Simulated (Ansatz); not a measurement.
`[O]=[W]([OH])(=[S])[Cl]` + CH₄ → `[CH3][W](=[O])([OH])=[S]` + HCl at 298.15 K and 1 bar (formal exchange of groups at a W–Cl bond).

Isolated molecules relaxed with PBE0-D4/def2-TZVP in Ansatz; ΔE leaves out vibrations. CBS: MP2 limit from def2 TZ/QZ plus the TZ coupled-cluster correction, frozen cores. This one scheme is used for every species. def2 core potentials past Kr. For W outer-core shells are correlated without core-valence functions, which leaves a few kJ/mol of doubt a bond. Each species was taken in one conformer, which may not be the lowest.

| species | CCSD(T)/CBS energy (Eh) | H − E (kJ/mol) | S (J/(mol·K)) |
| --- | --- | --- | --- |
| `[O]=[W]([OH])(=[S])[Cl]` | -1075.65295 | 71.9 | 357.0 |
| CH₄ | -40.46206 | 127.4 | 186.2 |
| `[CH3][W](=[O])([OH])=[S]` | -655.68404 | 163.6 | 364.0 |
| HCl | -460.38127 | 26.6 | 186.8 |

H − E and S are ideal-gas, rigid-rotor, harmonic terms from PBE0-D4/def2-TZVP, for one conformer and one mirror image of each species. 1 Eh = 2625.50 kJ/mol, R = 8.31446 J/(mol·K).

Question: By hand: ΔE, ΔH, ΔS and ΔG.

Answer: ΔE = (-655.68404) + (-460.38127) − (-1075.65295) − (-40.46206) = 0.04970 Eh = 130.5 kJ/mol. Δ(H − E) = 163.6 + 26.6 − 71.9 − 127.4 = -9.1, so ΔH = 121.4 kJ/mol. ΔS = 364.0 + 186.8 − 357.0 − 186.2 = 7.6 J/(mol·K). ΔG = 121.4 − 298.15 × (7.6)/1000 = 119.1 kJ/mol.

Question: By hand: the equilibrium constant, and the temperature at which ΔG would vanish if ΔH and ΔS stayed fixed.

Answer: log₁₀ K = −ΔG/(RT ln 10) = -20.9. ΔG = 0 at ΔH/ΔS = 15974 K, far beyond where these terms or the molecules hold.

The number of gas molecules stays the same, so ΔS is small and ΔH decides. A doubt of 5 kJ/mol in ΔE shifts log₁₀ K by 0.9 here. Other conformers and mirror images would add mixing entropy, several J/(mol·K) or more a flexible species. These are equilibria of isolated gas molecules and say nothing of rates. Largest T1 diagnostic: 0.023 (customary marks: 0.02 for closed shells, 0.045 for open ones).
